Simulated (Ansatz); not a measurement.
Reaction (atomization): `O[SiH2][GeH2][F]` → F• + Ge• + 5 H• + O• + Si•

Gas-phase electronic energies from Ansatz, PBE0-D4/def2-TZVP geometries. CCSD(T)/CBS is the MP2 limit (def2-TZVPP, def2-QZVPP) plus CCSD(T) − MP2 in def2-TZVPP, frozen cores. This one scheme is used for every species, atoms too. Functionals use def2-TZVPP. B3LYP here is the variant with VWN-RPA as its local correlation; programs differ in this. Open shells (•) are unrestricted, without spin–orbit coupling. Spin–orbit coupling would lower the free atoms: a little for F, O, Si; clearly for Ge. For Ge outer-core shells are correlated without core-valence functions, so the limit isn't a true one: a few kJ/mol of doubt a bond, and 10 to 20 or more in all where bonds break to atoms. Scalar relativity is left out up to krypton. One conformer a species, not always the lowest.

`O[SiH2][GeH2][F]`:

```xyz
9

O    -1.855   -0.589   -0.221
Si   -0.312   -1.142   -0.081
Ge    0.980    0.866    0.139
F    -0.363    2.016    0.051
H    -1.951    0.368   -0.187
H     0.086   -1.917   -1.284
H    -0.166   -2.017    1.111
H     1.662    1.153    1.487
H     1.918    1.261   -1.015
```

(1) What is ΔE at CCSD(T)/CBS? (Estimate.)

(2) What do these levels give: PBE0-D4, ωB97X-V, B2PLYP, B3LYP, HF/def2-TZVPP, SCS-MP2/def2-TZVPP, CCSD/def2-TZVPP, HF/def2-QZVPP, MP2/def2-QZVPP, HF/CBS(def2), MP2/CBS(def2), CCSD/CBS(def2)? (Estimate.)

Largest T1 diagnostic among the species: 0.012.

Answers

(1) Ansatz gave: +29.93 eV.

(2) Ansatz gave: PBE0-D4 29.20, ωB97X-V 29.95, B2PLYP 29.32, B3LYP 29.24, HF/def2-TZVPP 21.41, SCS-MP2/def2-TZVPP 29.42, CCSD/def2-TZVPP 28.73, HF/def2-QZVPP 21.48, MP2/def2-QZVPP 29.94, HF/CBS(def2) 21.49, MP2/CBS(def2) 30.26, CCSD/CBS(def2) 29.54 eV.

In def2-TZVPP, CCSD(T) changes the Hartree–Fock value by +7.71 eV (the triples alone add +0.39 eV) and MP2 by +8.04 eV; breaking electron pairs costs correlation energy, which Hartree–Fock lacks. From PBE to PBE0 (25 % exact exchange), in def2-TZVPP and without D4, ΔE moves by −0.49 eV: exact exchange takes away binding that semilocal exchange gives to molecules. The D4 term adds +0.29 eV with B3LYP and +0.15 eV with PBE0; it sums over pairs of atoms, weighted by their polarisabilities, and B3LYP, whose exchange is more repulsive, gets the larger term.

For atomizations the MP2-based limit and the directly extrapolated one differ by several kJ/mol either way, and by 10 to 25 for some Ge, Se and Sn compounds, so smaller differences from it don't rank the levels.
